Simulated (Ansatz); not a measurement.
Consider the cleavage of the P–Si bond: `N[SiH](F)P` + `[OH][AlH2]` → `[AlH2][O]P` + `N[SiH2]F`.

Program: Ansatz. Geometries: PBE0-D4/def2-TZVP. ΔE: electronic, gas phase. CCSD(T)/CBS adds triple-zeta CCSD(T) − MP2 to the extrapolated MP2 energy (def2 sets, frozen cores). This one scheme is used for every species. Functionals use def2-TZVPP. One conformer a species, not always the lowest.

```tsv
species	B2PLYP energy (Eh)
`N[SiH](F)P`	-788.30471
`[OH][AlH2]`	-319.37219
`[AlH2][O]P`	-661.21224
`N[SiH2]F`	-446.45500
```

**Question.** Work out ΔE.

**Answer.** ΔE = (-661.21224) + (-446.45500) − (-788.30471) − (-319.37219) = 0.00966 Eh = +0.26 eV. CCSD(T)/CBS gives +0.34 eV.

**Question.** What do rigid-rotor, harmonic-oscillator terms from PBE0-D4/def2-TZVP frequencies (298.15 K, 1 bar) make of the CCSD(T)/CBS value? (An estimate is asked.)

**Answer.** The calculation gave: ΔZPE = -0.04 eV, ΔH = +0.31 eV, ΔS = 17 J/(mol·K), ΔG = +0.26 eV. Modes under 50 cm⁻¹ make the entropy rough.

Largest T1 diagnostic among the species: 0.014.

The D4 term adds +0.04 eV with B3LYP and +0.02 eV with PBE0; it sums over pairs of atoms, weighted by their polarisabilities, and B3LYP, whose exchange is more repulsive, gets the larger term. Leaving LDA and LC-ωPBE aside and taking each functional with its dispersion term where it has one, the values, not all of them listed here, spread over 0.28 eV, from BHLYP-D4 to revPBE-D4.

B3LYP here is the variant with VWN-RPA as its local correlation; programs differ in this.
